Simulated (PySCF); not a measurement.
A GIAO shielding run with PySCF (density fitting, non-relativistic, gas phase) on `C1(OC(C)=O)=CSC=C1`, C₆H₆O₂S:

```
{"job": {"kind": "nmr", "xc": "PBE0", "basis": "pcSseg-1"}, "charge": 0, "multiplicity": 1}
C      2.787213    -0.762519    -0.212087
C      1.362537    -0.612992    -0.677152
O      0.950783    -0.931864    -1.759224
O      0.623410    -0.055410     0.294522
C     -0.716917     0.227309     0.145147
C     -1.411121     0.800181     1.246646
C     -2.715339     1.026155     0.962717
S     -3.119491     0.550132    -0.638582
C     -1.511088     0.033967    -0.944483
H      2.819173    -0.947134     0.857403
H      3.265372    -1.569732    -0.758463
H      3.319286     0.163854    -0.422117
H     -0.935663     1.018964     2.184264
H     -3.470316     1.444140     1.597286
H     -1.252252    -0.377061    -1.897789
```

Hardware: 1 thread of an Arm Neoverse V2, shared host. The job also computes population analyses, field gradients.

Q: How large is the calculation?

A: 74 electrons, 190 basis functions and 1005 auxiliary functions.

Q: How long does it take?

A: 30 s of wall time, with 15 SCF cycles and 5 response iterations. Times on a shared host scatter by some tens of per cent.
